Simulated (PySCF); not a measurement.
SMILES CCC[CH]CCC, doublet (GFN2-xTB optimised geometry):

```
22

C     -2.465    -0.947     1.158
C     -0.943    -0.918     1.209
C     -0.348    -0.166     0.000
C      1.129    -0.166     0.000
C      1.934     1.034     0.310
C      2.310     1.125     1.807
C      3.187     2.336     2.091
H     -2.807    -1.452     0.257
H     -2.867     0.064     1.157
H     -2.866    -1.475     2.021
H     -0.616    -0.429     2.129
H     -0.555    -1.938     1.219
H     -0.723    -0.663    -0.904
H     -0.724     0.860     0.000
H      1.632    -1.119    -0.042
H      1.382     1.938     0.041
H      2.867     1.016    -0.263
H      1.395     1.186     2.399
H      2.835     0.212     2.096
H      2.672     3.254     1.815
H      3.437     2.387     3.148
H      4.113     2.280     1.522
```

Level of theory: unrestricted PBE0/def2-SVP (PySCF).

Problem. What are the frontier orbital energies (α orbitals alone; a β orbital can be the lowest empty one) and the dipole moment?

Solution. HOMO-2 -9.17 eV, HOMO-1 -8.89 eV, HOMO -5.16 eV, LUMO 1.85 eV, LUMO+1 2.23 eV; dipole moment 0.28 D.

On the same geometry unrestricted PBE/def2-SVP run with PySCF gives HOMO-2 -7.72 eV, HOMO-1 -7.45 eV, HOMO -3.77 eV, LUMO 1.00 eV, LUMO+1 1.37 eV; dipole moment 0.29 D.

Meta-Löwdin charges at PBE0/def2-SVP: C1 -0.30, C2 -0.16, C3 -0.18, C4 -0.11, C5 -0.18, C6 -0.16, C7 -0.30, H8 0.09, H9 0.09, H10 0.10, H11 0.09, H12 0.09, H13 0.09, H14 0.09, H15 0.09, H16 0.09, H17 0.09, H18 0.09, H19 0.09, H20 0.09, H21 0.10, H22 0.10.
